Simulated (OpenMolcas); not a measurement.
**Pt5+ in a point-charge field**

Pt5+ among 4 point charges of -1.6 e arranged as a tetrahedron (Td), 2.13 Å from the ion.

```
Program             : OpenMolcas
Method              : SS-CASPT2, IPEA 0.25 Eh, imaginary shift 0.1 Eh (closed shells correlated: 4f 5s 5p)
Basis               : ANO-RCC-VDZP [7s6p4d2f]
Scalar Hamiltonian  : DKH2, point nucleus
Active space        : 5 electrons in 5 orbitals (5d)
State averaging     : 2S+1 = 6 even, 1 root; 2S+1 = 4 even, 24 roots; 2S+1 = 2 even, 75 roots
Spin-orbit coupling : state interaction with AMFI integrals over the reference wave functions
```

The lowest spin-free states (labels of Td), above the lowest:

```tsv
State	Degeneracy	E (cm-1)	Free-ion L (%)
6A1	1	0	S (100)
4T1	3	27800	G (92)
4T2	3	28260	G (100)
4E	2	28310	G (100)
4A1	1	28390	G (100)
4T1	3	32710	P (92)
4T2	3	33540	D (99)
4E	2	33660	D (100)
2T2	3	40910	I (93)
2T1	3	41120	I (97)
2A2	1	41160	I (95)
2T2	3	41370	I (98)
2E	2	41490	I (99)
2A1	1	41520	I (100)
2T2	3	43930	D (67)
2E	2	44720	D (94)
4A2	1	45860	F (100)
2T1	3	46110	F (93)
4T1	3	46140	F (100)
4T2	3	46390	F (99)
```

The lowest levels with spin-orbit coupling:

```
E (cm-1)  Degeneracy  Label      2S+1               g
       0           4     Γ8  6 (80 %)                
      49           2     Γ7  6 (80 %)  3.18 3.18 3.18
   19070           4     Γ8  4 (52 %)                
   20280           2     Γ7  4 (54 %)  1.72 1.72 1.72
   26920           2     Γ6  4 (85 %)  2.31 2.31 2.31
   27050           4     Γ8  4 (85 %)                
   27280           2     Γ7  4 (85 %)  2.77 2.77 2.77
   27670           4     Γ8  4 (89 %)                
   28810           2     Γ7  4 (78 %)  3.25 3.25 3.25
   28890           4     Γ8  4 (73 %)                
   28920           2     Γ6  4 (72 %)  4.37 4.37 4.37
   29300           4     Γ8  4 (77 %)                
   29590           2     Γ7  4 (80 %)  2.43 2.43 2.43
   29910           4     Γ8  4 (85 %)                
   30020           2     Γ6  4 (90 %)  3.85 3.85 3.85
   30530           4     Γ8  4 (88 %)                
   30910           4     Γ8  4 (88 %)                
   32490           2     Γ6         4  1.91 1.91 1.91
   36180           2     Γ7         4  3.75 3.75 3.75
   37010           4     Γ8         4
```

Electric-dipole absorption from the lowest level at this geometry, strongest bands:

| E (cm-1) | λ (nm) | Label | f |
| --- | --- | --- | --- |
| 19070 | 524 | Γ8 | 1.57e-06 |
| 20280 | 493 | Γ7 | 1.49e-06 |
| 26920 | 371 | Γ6 | 1.85e-06 |
| 27050 | 370 | Γ8 | 7.08e-06 |
| 28810 | 347 | Γ7 | 3.94e-06 |
| 28890 | 346 | Γ8 | 4.56e-06 |
| 28920 | 346 | Γ6 | 2.61e-06 |
| 29300 | 341 | Γ8 | 2.16e-06 |
| 29910 | 334 | Γ8 | 8.60e-06 |
| 37540 | 266 | Γ6 | 2.54e-06 |
| 38930 | 257 | Γ7 | 1.20e-06 |

Powder χT (cm3 K/mol): 2.54 at 2 K, 2.88 at 10 K, 3.74 at 50 K, 3.9 at 100 K, 3.96 at 200 K, 3.97 at 300 K. The effective moment at 300 K is 2.828 √(χT) = 5.63 μB.

Roots that are degenerate in the reference are averaged as groups; the widest CASPT2 spread within a group is 97 cm-1 (the 3-fold group of multiplicity 4 near 46100 cm-1 above the lowest state of its run). Shifts and gaps below about the spread of the groups concerned are not significant. Point charges give a weaker field than real ligands, and real ions of this kind are as a rule low spin; the high spin found here belongs to the model. Free-ion shares, where given, are those of the reference states; single-state CASPT2 does not remix them. Point charges carry no covalency, so the field is a model and not that of real ligands. No measured value stands beside these numbers.
